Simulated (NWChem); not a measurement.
## Correlation energy of HB

```xyz
2

B      0.0000     0.0000     0.2087
H      0.0000     0.0000    -1.0435
```
Charge 0, spin multiplicity 1.

Program: NWChem. All single points use one geometry, from PBE0/def2-SVP, a minimum by its harmonic frequencies.

Basis set: def2-SVP. Each correlation energy counts from its own Hartree-Fock reference.

```tsv
method	correlation energy (mHa)	difference from CCSD(T)
MP2	-59.9	+28.0
SCS-MP2	-68.7	+19.2
CR-CCSD[T]	-87.8	+0.1
CR-CCSD(T)	-87.8	+0.2
CCSD	-86.5	+1.5
CCSD+T(CCSD)	-88.0	0.0
CCSD(T)	-87.9	0.0
CCSDT	-88.3	-0.4
```

The values span 28.4 mHa, from CCSDT (lowest) to MP2 (highest). 

The correlated methods keep 1 core orbital frozen. The structure started from a generated list of species. Coupled-cluster values serve here as a point of comparison, not as the truth.
